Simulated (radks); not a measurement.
The numbers below are computed, except where a source is named.
Q: All-electron atom: Nb in [Kr] 4d3 5s1 6s1 (not the ground configuration). Code: a radial shooting solver on a logarithmic mesh with Libxc functionals. Model: scalar-relativistic Kohn-Sham, BLYP, spin-polarised, spherical densities, finite nucleus; open shells are filled with parallel spins first (spin-orbit coupling, left out, can overturn this in heavy ions); Fermi nuclear charge, rms radius 4.324 fm. Some entries of the table are withheld. Estimate them.

orbital  occ.  eigenvalue (hartree)  <r^2> (bohr^2)  r(max) (bohr)
1s up       1             -691.5280        0.001757        0.02349
1s down     1             -691.5274        0.001757        0.02349
2s up       1             -96.91736         0.02945         0.1332
2s down     1             -96.90656         0.02944         0.1332
2p up       3             -86.57364         0.02318         0.1064
2p down     3             -86.56543         0.02318         0.1064
3s up       1             -16.33802          0.2253         0.3955
3s down     1             -16.33129          0.2253         0.3956
3p up       3             -12.95859          0.2317         0.3892
3p down     3             -12.95117          0.2316         0.3893
3d up       5              -7.43203          0.2264         0.3342
3d down     5              -7.42124          0.2261         0.3344
4s up       1              -2.38073           1.518          1.031
4s down     1              -2.31956           1.504          1.027
4p up       3              -1.50074             (1)          1.122
4p down     3              -1.43317             (2)          1.117
4d up       3              -0.31630             (3)          1.466
5s up       1              -0.28382           11.91          2.822
4d down     0              -0.24367             (4)          1.458
6s up       1              -0.04927           90.92          8.210

A: 
(1) 4p up <r^2> (bohr^2): 1.929
(2) 4p down <r^2> (bohr^2): 1.912
(3) 4d up <r^2> (bohr^2): 4.600
(4) 4d down <r^2> (bohr^2): 4.839
